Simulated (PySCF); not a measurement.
B(All)(F)(H) (C3H6BF), SMILES C=CCBF. Geometry optimised at PBE-D3(BJ)/def2-SVP. The structure was generated by enumeration, and PubChem lists no compound with its InChIKey, so it may never have been made. Other conformers were not sampled.

Computed equilibrium geometry at PBE-D3(BJ)/def2-SVP (PySCF confirms it by a frequency run) as bond lengths and angles (one conformer of several):
Atoms: B1 C2 C3 C4 H5 H6 H7 H8 H9 F10 H11. Bonds (Å): B1–C2 1.572, B1–F10 1.335, B1–H11 1.222, C2–C3 1.503, C2–H5 1.121, C2–H6 1.110, C3–C4 1.345, C3–H7 1.106, C4–H8 1.103, C4–H9 1.101. Bond angles (°): C2–B1–F10 119.9, C2–B1–H11 123.5, F10–B1–H11 116.5, B1–C2–C3 114.0, B1–C2–H5 102.9, B1–C2–H6 111.4, C3–C2–H5 109.4, C3–C2–H6 112.3, H5–C2–H6 106.1, C2–C3–C4 125.4, C2–C3–H7 115.9, C4–C3–H7 118.7, C3–C4–H8 121.5, C3–C4–H9 121.4, H8–C4–H9 117.1.
Charge 0, spin multiplicity 1.
